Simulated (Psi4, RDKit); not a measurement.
Two geometries of SMILES F[Si](F)(F)/C=C\Cl, relaxed at B3LYP-D3(BJ)/def2-SVP with one dihedral held; other torsions can differ between them too.

Structure A

```
9

F     -1.6455     0.6999    -1.3067
Si    -1.2344    -0.2717    -0.0950
F     -1.9501    -1.6812    -0.3828
F     -1.8700     0.3302     1.2458
C      0.5825    -0.5163    -0.0295
C      1.4599    -0.0669     0.8762
Cl     1.0707     0.9113     2.2510
H      1.0131    -1.1223    -0.8364
H      2.5297    -0.2853     0.8163
```

Structure B

```
9

F     -1.6815     0.7994    -1.2688
Si    -1.2251    -0.2251    -0.1230
F     -1.9593    -1.6290    -0.3914
F     -1.7990     0.3447     1.2641
C      0.5866    -0.5210    -0.0676
C      1.5478     0.3946    -0.2346
Cl     1.2502     2.0815    -0.5036
H      0.9234    -1.5505     0.1015
H      2.6149     0.1570    -0.2054
```

### Question
Which is lower in energy at the level Psi4 1.11 with PBE0-D3(BJ)/def2-TZVP // B3LYP-D3(BJ)/def2-SVP, and by how much?

### Answer
B is lower, by 2.21 kJ/mol (dihedral F1–Si2–C5–C6: 110° in A, 40° in B).

E(B) − E(A) in kJ/mol at the other levels, on the same two geometries: MMFF94 // B3LYP-D3(BJ)/def2-SVP (RDKit) 1.04; PBE0/def2-TZVP // B3LYP-D3(BJ)/def2-SVP (Psi4) -2.02; PBE/def2-TZVP // B3LYP-D3(BJ)/def2-SVP (Psi4) -2.00; PBE-D3(BJ)/def2-TZVP // B3LYP-D3(BJ)/def2-SVP (Psi4) -2.20.

MMFF94 has few fitted parameters for silicon.
